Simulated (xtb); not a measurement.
CuF (SMILES [F][Cu]), singlet, from a rough starting geometry (GFN-xTB shapes and energies of metal compounds can be far from the true ones); xtb with GFN2-xTB.

The xtb input:
```
$ xtb mol.xyz --gfn 2 --opt vtight --json

# file mol.xyz
2

Cu    -0.46948623    -0.39176658    -0.57391279
F      0.44147425     0.36535654     0.60182463
```

What the program printed (banner, timings and long lists left out):

```
   ID    Z sym.   atoms
    1   29 Cu     1
    2    9 F      2

           -------------------------------------------------
          |                Calculation Setup                |
           -------------------------------------------------

           -------------------------------------------------
          |                 G F N 2 - x T B                 |
           -------------------------------------------------

          ...................................................
          :                      SETUP                      :
          :.................................................:
          :  # basis functions                  14          :
          :  # atomic orbitals                  13          :
          :  # shells                            5          :
          :  # electrons                        18          :
          :  max. iterations                   250          :
          :  Hamiltonian                  GFN2-xTB          :
          :  restarted?                      false          :
          :  GBSA solvation                  false          :
          :  PC potential                    false          :
          :  electronic temp.          300.0000000     K    :
          :  accuracy                    1.0000000          :
          :  -> integral cutoff          0.2500000E+02      :
          :  -> integral neglect         0.1000000E-07      :
          :  -> SCF convergence          0.1000000E-05 Eh   :
          :  -> wf. convergence          0.1000000E-03 e    :
          :  Broyden damping             0.4000000          :
          :  net charge                          0          :
          :  unpaired electrons                  0          :
          ...................................................

 iter      E             dE          RMSdq      gap      omega  full diag
   1     -8.6299226 -0.862992E+01  0.704E+00    4.60       0.0  T
   2     -8.6309349 -0.101229E-02  0.430E+00    4.74       1.0  T
   3     -8.6317001 -0.765137E-03  0.919E-01    4.76       1.0  T
   4     -8.6317356 -0.355169E-04  0.606E-01    4.79       1.0  T
   5     -8.6317569 -0.213205E-04  0.159E-01    4.85       1.0  T
   6     -8.6317585 -0.159148E-05  0.234E-02    4.87       3.0  T
   7     -8.6317586 -0.116470E-06  0.115E-02    4.87       6.2  T
   8     -8.6317586 -0.100534E-07  0.850E-03    4.87       8.3  T
   9     -8.6317586 -0.330396E-08  0.397E-04    4.87     178.2  T
  10     -8.6317586 -0.800071E-11  0.607E-05    4.87    1165.1  T

   *** convergence criteria satisfied after 10 iterations ***

         :::::::::::::::::::::::::::::::::::::::::::::::::::::
         ::                     SUMMARY                     ::
         :::::::::::::::::::::::::::::::::::::::::::::::::::::
         :: total energy              -8.628119618317 Eh    ::
         :: gradient norm              0.019640560601 Eh/a0 ::
         :: HOMO-LUMO gap              4.870272366535 eV    ::
         ::.................................................::
         :: SCC energy                -8.631758617387 Eh    ::
         :: -> isotropic ES            0.040762458951 Eh    ::
         :: -> anisotropic ES          0.002313307132 Eh    ::
         :: -> anisotropic XC         -0.004737007106 Eh    ::
         :: -> dispersion             -0.000336842196 Eh    ::
         :: repulsion energy           0.003638999070 Eh    ::
         :: add. restraining           0.000000000000 Eh    ::
         :: total charge              -0.000000000000 e     ::
         :::::::::::::::::::::::::::::::::::::::::::::::::::::

      -----------------------------------------------------------
     |                   =====================                   |
     |                        A N C O P T                        |
     |                   =====================                   |
     |               Approximate Normal Coordinate               |
[...]
 * total energy  :    -8.6281196 Eh     change       -0.2469136E-12 Eh
 * total energy  :    -8.6283835 Eh     change       -0.2638338E-03 Eh
 * total energy  :    -8.6286952 Eh     change       -0.3117391E-03 Eh
 * total energy  :    -8.6286983 Eh     change       -0.3155381E-05 Eh
 * total energy  :    -8.6286989 Eh     change       -0.5096270E-06 Eh
 * total energy  :    -8.6286989 Eh     change       -0.3791811E-10 Eh
   *** GEOMETRY OPTIMIZATION CONVERGED AFTER 6 ITERATIONS ***
         :: total energy              -8.628698856325 Eh    ::
[...]
         :: gradient norm              0.000000001197 Eh/a0 ::
         :: HOMO-LUMO gap              4.874162794217 eV    ::
         ::.................................................::
         :: SCC energy                -8.631164837635 Eh    ::
         :: -> isotropic ES            0.042104159653 Eh    ::
         :: -> anisotropic ES          0.002774573429 Eh    ::
         :: -> anisotropic XC         -0.004757047650 Eh    ::
         :: -> dispersion             -0.000337995496 Eh    ::
         :: repulsion energy           0.002465981310 Eh    ::
         :: add. restraining           0.000000000000 Eh    ::
         :: total charge               0.000000000000 e     ::
         :::::::::::::::::::::::::::::::::::::::::::::::::::::

           -------------------------------------------------
          |                Property Printout                |
           -------------------------------------------------

    * Orbital Energies and Occupations

         #    Occupation            Energy/Eh            Energy/eV
      -------------------------------------------------------------
         1        2.0000           -0.7237630             -19.6946
         2        2.0000           -0.4455307             -12.1235
         3        2.0000           -0.4282100             -11.6522
         4        2.0000           -0.4282100             -11.6522
         5        2.0000           -0.3927086             -10.6861
         6        2.0000           -0.3927086             -10.6861
         7        2.0000           -0.3824072             -10.4058
         8        2.0000           -0.3824072             -10.4058
         9        2.0000           -0.3781964             -10.2912 (HOMO)
        10                         -0.1990742              -5.4171 (LUMO)
        11                         -0.0508236              -1.3830
        12                         -0.0508236              -1.3830
        13                          0.4249650              11.5639
      -------------------------------------------------------------
                  HL-Gap            0.1791222 Eh            4.8742 eV
             Fermi-level           -0.2886353 Eh           -7.8542 eV

     #   Z          covCN         q      C6AA      α(0)
     1  29 Cu       0.699     0.484   151.335    28.656
     2   9 F        0.699    -0.484    14.637     4.517

 Mol. C6AA /au·bohr⁶  :        246.915839
 Mol. C8AA /au·bohr⁸  :      15680.209931
 Mol. α(0) /au        :         33.172850

Wiberg/Mayer (AO) data.
largest (>0.10) Wiberg bond orders for each atom

 ---------------------------------------------------------------------------
     #   Z sym  total        # sym  WBO       # sym  WBO       # sym  WBO
 ---------------------------------------------------------------------------
     1  29 Cu   0.836 --     2 F    0.836
     2   9 F    0.836 --     1 Cu   0.836
 ---------------------------------------------------------------------------

Topologies differ in total number of bonds
Writing topology from bond orders to xtbtopo.mol

molecular dipole:
                 x           y           z       tot (Debye)
 q only:       -0.855      -0.711      -1.104
   full:       -1.237      -1.028      -1.597       5.762
molecular quadrupole (traceless):
                xx          xy          yy          xz          yz          zz
 q only:        0.057       0.060       0.042       0.010       0.013      -0.099
  q+dip:        0.026       0.479      -0.141       0.624       0.525       0.115
   full:        0.026       0.480      -0.142       0.624       0.526       0.116

optimized geometry written to: xtbopt.xyz

           -------------------------------------------------
          | TOTAL ENERGY               -8.628698856325 Eh   |
          | GRADIENT NORM               0.000000001197 Eh/α |
          | HOMO-LUMO GAP               4.874162794217 eV   |
           -------------------------------------------------
```
